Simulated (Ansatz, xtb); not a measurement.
Two isomers of C5H2FNO

Structure X is `N#Cc1coc(F)c1`, a singlet and structure Y is `N#Cc1ccoc1F`, a singlet. Both are isolated molecules in the gas phase, relaxed with B3LYP-D3(BJ)/def2-SVP.

Task: Estimate E(Y) − E(X) at the level CCSD(T)/def2-SVP + ΔMP2/def2-TZVPP.

Result: Too close to call at this level: CCSD(T)/def2-SVP + ΔMP2/def2-TZVPP gives E(Y) − E(X) = +0.29 kcal/mol.

Level by level:

| level | geometry | E(Y) − E(X) (kcal/mol) | departure from the last row (kcal/mol) | job, with rough time for the two |
| --- | --- | --- | --- | --- |
| GFN2-xTB | GFN2-xTB | +0.63 | +0.34 | optimisation, 0.15 s |
| HF/STO-3G | GFN2-xTB | −0.74 | −1.03 | single point, 0.5 s |
| r2SCAN-D4/def2-SVP | GFN2-xTB | −0.11 | −0.41 | single point, 3.3 s |
| B3LYP-D3(BJ)/def2-SVP | B3LYP-D3(BJ)/def2-SVP | −0.15 | −0.45 | optimisation, 35 s |
| HF/def2-SVP | B3LYP-D3(BJ)/def2-SVP | −0.50 | −0.79 | part of the CCSD(T) run |
| MP2/def2-SVP | B3LYP-D3(BJ)/def2-SVP | +0.11 | −0.19 | part of the CCSD(T) run |
| CCSD(T)/def2-SVP | B3LYP-D3(BJ)/def2-SVP | −0.07 | −0.37 | single point |
| CCSD(T)/def2-SVP + ΔMP2/def2-TZVPP | B3LYP-D3(BJ)/def2-SVP | +0.29 |  | single point, 60 s |

As drawn, both hold the same kinds of bond in the same numbers.

The largest departure from CCSD(T)/def2-SVP + ΔMP2/def2-TZVPP is that of HF/STO-3G, 1.03 kcal/mol. The last row adds to CCSD(T) the change of the MP2 difference between the two basis sets, here +0.37 kcal/mol.

With thermal terms from frequencies at re-optimised GFN2-xTB minima (ideal gas, soft modes damped towards free rotors, one conformer each, 298.15 K, 1 atm): on the last row, ΔE + ΔZPE = +0.36, ΔH = +0.35, ΔG = +0.34 kcal/mol.

The correlated steps freeze 8 core orbitals. Run with Ansatz 0.2.0, xtb 6.7.1; the last row on 2 threads of Intel(R) Xeon(R) Platinum 8488C (Sapphire Rapids) on a shared host.
